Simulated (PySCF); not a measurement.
## How methods differ on the excitation energy of Ar

Ar [Ar] (1S) → Ar [Ne] 3s1 3p6 4s1 (3S), as a difference of total energies. Calculation: PySCF 2.14, in aug-cc-pCVTZ-DK with one added diffuse shell each of s, p, d, f type (9s8p6d4f, 91 functions); scalar relativity by spin-free X2C-1e. Correlated levels: valence: [Ne] frozen; valence and next inner shell: 1s2 frozen; nothing frozen. The calculations carry no spin-orbit coupling.

```csv
method,excitation energy (cm⁻¹)
UHF,237280
LDA,208820
PBE,209690
PBE0,218660
r2SCAN,219280
TPSSh,217550
BP86,210070
wB97X-V,220690
B3LYP,216000
MP2 (valence),217230
SCS-MP2 (valence),213630
MP2 (valence and next inner shell),216040
SCS-MP2 (valence and next inner shell),212630
MP2 (all electrons),215970
SCS-MP2 (all electrons),212590
```

The upper state lies above the first ionisation limit, where it may autoionise and the basis confines it. A Rydberg-like electron needs more diffuse functions than a valence basis has.

The promoted electron is Rydberg-like, and one or two diffuse shells describe it only roughly, which tends to raise the upper state.
